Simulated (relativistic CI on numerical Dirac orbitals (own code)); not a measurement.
# Lu59+: computed level list

These numbers are calculated, not measured: Dirac-Coulomb-Breit CI, KLI orbitals optimised for each configuration, QED by a radiative potential, unscaled Slater integrals (own radial code, finite nucleus).

CI space (outside the closed core [Ne]): 3s², 3s3p, 3p², 3s3d, 3d², 3p3d, 3p4s, 3d4s, 3s4s, 3s4p, 3s4d, 3s4f, 3s5s, 3s5p, 3s5d, 4s². Levels of other configurations are missing.

| No. | Configuration | Term | J | E (eV) | % | Next component (%) | jj configuration (%) |
| --- | --- | --- | --- | --- | --- | --- | --- |
| 1 | 3s² | ¹S | 0 | 0.00 | 99 | 1 3p² ¹S | closed (99) |
| 2 | 3s3p | ³P° | 0 | 130.40 | 100 |  | 3s 3p1/2 (100) |
| 3 | 3s3p | ³P° | 1 | 145.24 | 73 | 26 ¹P° | 3s 3p1/2 (99) |
| 4 | 3p² | ³P | 0 | 312.72 | 69 | 30 ¹S | 3p1/2^2 (99) |
| 5 | 3s3p | ³P° | 2 | 433.68 | 100 |  | 3s 3p3/2 (100) |
| 6 | 3s3p | ¹P° | 1 | 469.74 | 73 | 27 ³P° | 3s 3p3/2 (99) |
| 7 | 3p² | ¹D | 2 | 600.66 | 56 | 28 ³P | 3p1/2 3p3/2 (84) |
| 8 | 3p² | ³P | 1 | 602.44 | 100 |  | 3p1/2 3p3/2 (100) |
| 9 | 3s3d | ³D | 1 | 637.43 | 100 |  | 3s 3d3/2 (100) |
| 10 | 3s3d | ³D | 2 | 649.11 | 72 | 16 ¹D | 3s 3d3/2 (83) |
| 11 | 3s3d | ³D | 3 | 706.13 | 100 |  | 3s 3d5/2 (100) |
| 12 | 3s3d | ¹D | 2 | 723.15 | 71 | 24 ³D | 3s 3d5/2 (92) |
| 13 | 3p3d | ³F° | 2 | 778.18 | 75 | 20 ¹D° | 3p1/2 3d3/2 (100) |
| 14 | 3p3d | ³D° | 1 | 811.59 | 53 | 29 ¹P° | 3p1/2 3d3/2 (99) |
| 15 | 3p3d | ³P° | 2 | 864.87 | 47 | 34 ³D° | 3p1/2 3d5/2 (100) |
| 16 | 3p3d | ³F° | 3 | 867.53 | 53 | 25 ¹F° | 3p1/2 3d5/2 (99) |
| 17 | 3p² | ³P | 2 | 913.26 | 63 | 36 ¹D | 3p3/2^2 (99) |
| 18 | 3p² | ¹S | 0 | 931.34 | 69 | 31 ³P | 3p3/2^2 (99) |
| 19 | 3p3d | ³D° | 2 | 1093.92 | 51 | 26 ¹D° | 3p3/2 3d3/2 (99) |
| 20 | 3p3d | ³P° | 0 | 1103.68 | 100 |  | 3p3/2 3d3/2 (100) |
| 21 | 3p3d | ³F° | 3 | 1103.95 | 47 | 34 ¹F° | 3p3/2 3d3/2 (96) |
| 22 | 3p3d | ³P° | 1 | 1104.27 | 60 | 36 ³D° | 3p3/2 3d3/2 (99) |
| 23 | 3p3d | ³F° | 4 | 1151.33 | 100 |  | 3p3/2 3d5/2 (100) |
| 24 | 3p3d | ³P° | 2 | 1162.99 | 47 | 39 ¹D° | 3p3/2 3d5/2 (99) |
| 25 | 3p3d | ³D° | 3 | 1181.51 | 59 | 41 ¹F° | 3p3/2 3d5/2 (97) |
| 26 | 3p3d | ¹P° | 1 | 1193.85 | 66 | 22 ³P° | 3p3/2 3d5/2 (99) |
| 27 | 3d² | ³F | 2 | 1287.67 | 75 | 22 ¹D | 3d3/2^2 (99) |
| 28 | 3d² | ³P | 0 | 1313.14 | 72 | 28 ¹S | 3d3/2^2 (98) |
| 29 | 3d² | ³F | 3 | 1352.20 | 100 |  | 3d3/2 3d5/2 (100) |
| 30 | 3d² | ³P | 2 | 1364.08 | 49 | 31 ¹D | 3d3/2 3d5/2 (99) |

Energies count from the lowest computed level; ° marks odd parity. Filled j subshells are mostly left out of the jj labels.

The mean weight of the leading LS term, summed over parents, in these 30 levels is 73 %, and that of the leading jj configuration (from the same eigenvectors) 98 %, so jj coupling describes them better and the LS labels are nominal.

At this charge energies of transitions that change n are usually good to better than 1 %, and those within a shell (Δn = 0) to a few per cent.

LS names give the leading component of a level, which can be under half, so a name can repeat, a term be missing and a line seem to break the LS rules.
